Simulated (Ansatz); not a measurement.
Consider the substitution at a C–C bond: `SC[CH2][SnH3]` + `BS` → `BSCS` + `[CH3][SnH3]`.

Calculated with Ansatz (gas phase, PBE0-D4/def2-TZVP geometries, no zero-point term in ΔE). CCSD(T)/CBS adds triple-zeta CCSD(T) − MP2 to the extrapolated MP2 energy (def2 sets, frozen cores). This one scheme is used for every species. DFT in def2-TZVPP. Elements past krypton have def2 core potentials. For Sn outer-core shells are correlated without core-valence functions, which leaves a few kJ/mol of doubt a bond. Each species was taken in one conformer, which may not be the lowest.

`SC[CH2][SnH3]`:

Cartesian coordinates in Å:
```
S -1.545 -0.963 -2.073
C -0.874 -0.583 -0.421
C 0.360 0.279 -0.579
Sn 1.249 0.797 1.312
H -2.589 -1.705 -1.670
H -0.635 -1.521 0.084
H -1.642 -0.066 0.159
H 1.119 -0.236 -1.173
H 0.119 1.210 -1.099
H 1.699 -0.632 2.136
H 2.629 1.772 1.065
H 0.109 1.648 2.259
```

`BS`:

Z-matrix (Å, degrees):
```
B
S 1 1.765
H 1 1.192 2 115.8
H 1 1.190 2 121.4 3 -180.0
H 2 1.344 1 99.2 3 180.0
```

`BSCS`:

Z-matrix (Å, degrees):
```
C
S 1 1.816
S 1 1.799 2 114.4
H 1 1.088 2 108.7 3 -125.4
H 1 1.090 2 107.7 3 116.8
B 2 1.751 1 104.3 3 109.8
H 3 1.343 1 96.4 2 -64.9
H 6 1.194 2 120.9 1 0.3
H 6 1.192 2 116.2 1 -179.6
```

`[CH3][SnH3]`:

Z-matrix (Å, degrees):
```
C
Sn 1 2.140
H 1 1.090 2 110.0
H 1 1.090 2 110.0 3 -120.0
H 1 1.090 2 110.0 3 120.0
H 2 1.709 1 110.1 3 -59.7
H 2 1.709 1 110.1 3 -179.7
H 2 1.709 1 110.1 3 60.3
```

(1) Is it downhill or uphill in electronic energy at CCSD(T)/CBS, and by how much? (Best estimate.)

(2) What do these levels give: PBE-D4, r2SCAN-D4, ωB97X-V, ωB97M-V, B2PLYP, SCS-MP2/def2-TZVPP, CCSD(T)/def2-TZVPP, HF/def2-QZVPP, MP2/def2-QZVPP, SCS-MP2/def2-QZVPP, HF/CBS(def2), CCSD/CBS(def2)? (Best estimate.)

Largest T1 diagnostic among the species: 0.015.

## Answers

(1) The calculation gave: Nearly level: ΔE = +0.2 kcal/mol.

(2) The calculation gave: PBE-D4 -1.7, r2SCAN-D4 -1.1, ωB97X-V -0.1, ωB97M-V -0.4, B2PLYP -0.5, SCS-MP2/def2-TZVPP 0.6, CCSD(T)/def2-TZVPP 0.7, HF/def2-QZVPP 1.3, MP2/def2-QZVPP 0.0, SCS-MP2/def2-QZVPP 0.3, HF/CBS(def2) 1.3, CCSD/CBS(def2) 0.7 kcal/mol.

From PBE to PBE0 (25 % exact exchange), in def2-TZVPP and without D4, ΔE moves by +1.0 kcal/mol.
